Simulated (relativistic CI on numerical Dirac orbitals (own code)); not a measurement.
## Magnetism of Gd³⁺, 4f7, in a crystal field

Calculated by Dirac-Coulomb-Breit CI, KLI orbitals optimised for each configuration, a model potential for QED, valence Slater integrals scaled by 0.75, one configuration in a parametric crystal field (own radial code).

Field parameters in Wybourne normalisation; cubic f-shell fields have B⁴₄ = √(5/14) B⁴₀ and B⁶₄ = −√(7/2) B⁶₀. The field is a parameter set, without covalency.

S is read from ⟨S²⟩ = S(S + 1).

Powder χT (cm³ K mol⁻¹) by Van Vleck's formula, with temperature-independent terms:

| Field | 2 K | 5 K | 10 K | 20 K | 50 K | 100 K | 200 K | 300 K |
| --- | --- | --- | --- | --- | --- | --- | --- | --- |
| D4h, B20 = -930, B40 = 210, B44 = -1190, B60 = 130, B64 = -870 cm⁻¹ | 7.77 | 7.8 | 7.81 | 7.81 | 7.81 | 7.81 | 7.81 | 7.81 |
| Oh, B40 = -520, B60 = -800 cm⁻¹ | 7.81 | 7.81 | 7.81 | 7.81 | 7.81 | 7.81 | 7.81 | 7.81 |

Task: For Oh, B40 = -520, B60 = -800 cm⁻¹: what effective moment follows at 300 K?

Result: μ_eff = √(8χT) = 7.90 μB. The LS value g√(J(J + 1)) of the free ion's ⁸S°7/2 level is 7.94 μB.
